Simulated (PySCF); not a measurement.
BrH₃SiZn, SMILES [SiH3][Zn][Br]. Geometry: PBE0-D3(BJ)/def2-SVP. The structure was generated by enumeration; whether it is a known compound was not checked.

Question: Give the equilibrium geometry at PBE0-D3(BJ)/def2-SVP (PySCF confirms it by a frequency run) as bond lengths and angles, and its point group. (The exact figures need the calculation; the answer reports its results.)

Answer: point group C3v.
Atoms: Zn1 Br2 Si3 H4 H5 H6. Bond lengths (Å): Zn1–Br2 2.255, Zn1–Si3 2.357, Si3–H4 1.496, Si3–H5 1.496, Si3–H6 1.496. Bond angles (°): Br2–Zn1–Si3 180.0, Zn1–Si3–H4 110.9, Zn1–Si3–H5 110.9, Zn1–Si3–H6 110.9, H4–Si3–H5 108.0, H4–Si3–H6 108.0, H5–Si3–H6 108.0.
Charge 0, spin multiplicity 1.
